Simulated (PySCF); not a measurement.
Species: C7H7N3.
Bonds: N1–C2 (triple), C2–C3, C3–C4 (aromatic), C4–C5 (aromatic), C5–N6 (aromatic), N6–N7 (aromatic), N7–C8, C8–C9, C9–C10, C3–N7 (aromatic), C8–C10. Hydrogens: H11 on C4; H12 on C5; H13 on C8; H14, H15 on C9; H16, H17 on C10.

The same species was optimised twice, with GFN2-xTB and with PBE0-D3(BJ)/def2-SVP (PySCF), and the same property calculations (PySCF, gas phase) were run on both structures.

```csv
coordinate,GFN2-xTB,PBE0-D3(BJ)/def2-SVP,change
C2–C3 (Å),1.398,1.417,+0.019
N7–C8 (Å),1.420,1.434,+0.014
N1≡C2 (Å),1.148,1.160,+0.012
C4–C5 (Å),1.394,1.402,+0.008
C8–C9 (Å),1.501,1.494,-0.007
C5–N6 (Å),1.324,1.331,+0.007
C3–N7 (Å),1.361,1.366,+0.005
C8–C10 (Å),1.501,1.497,-0.004
C9–C10 (Å),1.496,1.500,+0.004
C3–C4 (Å),1.392,1.392,0.000
N6–N7 (Å),1.318,1.317,-0.001
C2–C3–N7 (°),123.3,122.6,-0.7
N7–C8–C9 (°),118.4,119.1,+0.7
N7–C8–C10 (°),118.4,119.1,+0.7
C2–C3–C4 (°),130.3,130.8,+0.5
N6–N7–C8 (°),121.9,121.4,-0.5
C5–N6–N7 (°),106.7,106.2,-0.5
C9–C8–C10 (°),59.8,60.2,+0.4
C3–N7–N6 (°),111.5,111.9,+0.4
N6–N7–C8–C9 (°),34,29,-5
```

Rotational constants: A = 1994, B = 1295, C = 836.6 MHz (GFN2-xTB) against A = 1955, B = 1294, C = 829.6 MHz (PBE0-D3(BJ)/def2-SVP).

On the GFN2-xTB structure: HOMO (eV) -7.52 [PBE0/pcSseg-1]; LUMO (eV) -1.23 [PBE0/pcSseg-1]; dipole (D) 2.53 [PBE0/pcSseg-1]; GIAO shielding of N1 (ppm) -67.9 [PBE0/pcSseg-1]; GIAO shielding of C2 (ppm) 70.3 [PBE0/pcSseg-1]; GIAO shielding of C3 (ppm) 66.7 [PBE0/pcSseg-1]; GIAO shielding of C4 (ppm) 65.7 [PBE0/pcSseg-1]; GIAO shielding of C5 (ppm) 45.0 [PBE0/pcSseg-1]; GIAO shielding of N6 (ppm) -76.9 [PBE0/pcSseg-1]; GIAO shielding of N7 (ppm) 15.2 [PBE0/pcSseg-1]; GIAO shielding of C8 (ppm) 153.3 [PBE0/pcSseg-1].

Problem. What do these properties become on the PBE0-D3(BJ)/def2-SVP structure?

Solution. 
```csv
property,level,on GFN2-xTB,on PBE0-D3(BJ)/def2-SVP,change
HOMO (eV),PBE0/pcSseg-1,-7.52,-7.53,-0.01
LUMO (eV),PBE0/pcSseg-1,-1.23,-1.26,-0.03
dipole (D),PBE0/pcSseg-1,2.53,2.49,-0.04
"energy, GFN2-xTB geometry as zero (kcal/mol)",PBE0/pcSseg-1,0.0,-0.5,-0.5
GIAO shielding of N1 (ppm),PBE0/pcSseg-1,-67.9,-72.5,-4.6
GIAO shielding of C2 (ppm),PBE0/pcSseg-1,70.3,68.0,-2.3
GIAO shielding of C3 (ppm),PBE0/pcSseg-1,66.7,64.9,-1.8
GIAO shielding of C4 (ppm),PBE0/pcSseg-1,65.7,65.1,-0.6
GIAO shielding of C5 (ppm),PBE0/pcSseg-1,45.0,43.1,-1.9
GIAO shielding of N6 (ppm),PBE0/pcSseg-1,-76.9,-77.6,-0.7
GIAO shielding of N7 (ppm),PBE0/pcSseg-1,15.2,13.3,-1.9
GIAO shielding of C8 (ppm),PBE0/pcSseg-1,153.3,150.3,-3.0
```

The heavy atoms differ by 0.051 Å rms after alignment. Among bonds between heavy atoms C2–C3 changes most (+0.019 Å). Changes are differences of the printed values. Neither structure is proved a minimum here.

The values belong to the conformer `[N:1]#[C:2][c:3]1[cH:4][cH:5][n:6][n:7]1[CH:8]1[CH2:9][CH2:10]1`: N6–N7–C8–C9 29°.
